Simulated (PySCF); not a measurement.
bromoethene (C2H3Br), SMILES C=CBr. Coordinates come from a PBE-D3(BJ)/def2-TZVP optimisation.

Problem. Give the equilibrium geometry at PBE-D3(BJ)/def2-TZVP (PySCF confirms it by a frequency run) as Cartesian coordinates in Å, and its point group. (The exact figures need the calculation; the answer reports its results.)

Solution. point group Cs.
```xyz
6

C      0.3117    -2.1151     0.0000
C     -0.5246    -1.0825     0.0000
Br     0.0453     0.7280     0.0000
H      1.3946    -1.9938     0.0000
H     -0.0921    -3.1292     0.0000
H     -1.6101    -1.1713     0.0000
```
